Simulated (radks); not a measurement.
Spin polarisation of the 5d7 shell in Ir. Start: [Xe] 4f14 5d(up 3.5, down 3.5) 6s2; electrons of 5d are moved from spin down to spin up, other shells keep equal spins. All-electron calculation, scalar-relativistic Kohn-Sham, r2SCAN, spin-polarised, spherical densities, finite nucleus; meta-GGA in the generalised Kohn-Sham scheme; Fermi nuclear charge, rms radius of each element as measured or else 0.836 A^(1/3) + 0.57 fm. Program: a radial shooting solver on a logarithmic mesh with Libxc functionals.

moment (Bohr magnetons)  E - E(0) (eV)  e(5d up) (eV)  e(5d down) (eV)  6s down minus up (eV)
0                                0.000         -7.345           -7.345                 0.000
0.75                            -0.114         -7.640           -7.032                  0.270
1.5                             -0.456         -7.916           -6.700                  0.537
2.25                            -1.026         -8.174           -6.347                  0.801
3                               -1.825         -8.413           -5.973                  1.059

At moment 3 the spin-polarisation energy is -1.825 eV and the 5d exchange splitting 2.440 eV, that is 0.813 eV per Bohr magneton; E = -I m^2/4 would give I = 0.811 eV.
